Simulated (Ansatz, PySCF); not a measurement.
Gas-phase reaction R1 → P1 + P2, each structure at its B3LYP-D3(BJ)/def2-TZVP stationary point, reached from a drawn start (curvature not checked).
R1, F2Y (SMILES [F][Y][F]) (charge 0, multiplicity 2):
```json
[
 {"atom": "Y", "x (Å)": "0.0037", "y (Å)": "0.0050", "z (Å)": "-0.6946"},
 {"atom": "F", "x (Å)": "1.6818", "y (Å)": "-0.0060", "z (Å)": "0.3562"},
 {"atom": "F", "x (Å)": "-1.6854", "y (Å)": "0.0010", "z (Å)": "0.3383"}
]
```
P1, FY (SMILES [F][Y]) (charge 0, multiplicity 1, Z-matrix in Å and degrees):
```
Y
F 1 1.9415
```
P2: F atom, charge 0, multiplicity 2.

```csv
level,reaction energy (kcal/mol),cost
HF/def2-SVP,116.68,-
HF/def2-TZVPP,115.91,-
HF/def2-QZVPP,117.52,-
SVWN5/def2-TZVPP,167.52,×0.4
PBE/def2-TZVPP,152.79,×1
BLYP/def2-TZVPP,148.38,×1
revPBE/def2-TZVPP,148.63,×1
r2SCAN/def2-TZVPP,154.61,×1
B97M-V/def2-TZVPP,146.73,×2
B3LYP/def2-TZVPP,145.29,×0.7
PBE0/def2-TZVPP,146.39,×0.9
BHLYP/def2-TZVPP,137.36,×0.9
M06-2X/def2-TZVPP,141.14,-
CAM-B3LYP/def2-TZVPP,147.97,×1
wB97X-V/def2-TZVPP,147.96,×2
wB97M-V/def2-TZVPP,142.99,×3
B2PLYP/def2-TZVPP,145.79,×1
MP2/def2-SVP,150.86,-
MP2/def2-TZVPP,152.81,-
MP2/def2-QZVPP,156.47,-
SCS-MP2/def2-SVP,144.95,-
SCS-MP2/def2-TZVPP,145.99,-
SCS-MP2/def2-QZVPP,149.79,-
CCSD/def2-SVP,138.44,-
CCSD/def2-TZVPP,138.12,-
CCSD/def2-QZVPP,141.85,-
CCSD(T)/def2-SVP,139.64,×1
CCSD(T)/def2-TZVPP,140.65,×4
CCSD(T)/def2-QZVPP,144.65,×10
```

P less R. No zero-point or thermal terms; singlets are restricted closed shells; open shells are unrestricted; no spin–orbit coupling. The spin states of the d-block species are the ones drawn and need not be the lowest.

Frozen-core correlation throughout.

Programs: Ansatz (a program for electronic structure); PySCF for M06-2X. Each number belongs to the level named beside it. Elements past Kr take the def2 small-core potentials, without spin–orbit coupling.

Costs are rough ratios of core time to PBE/def2-TZVPP (about 7 s over the structures, on one shared machine); a dash marks a level with no comparable run of its own.
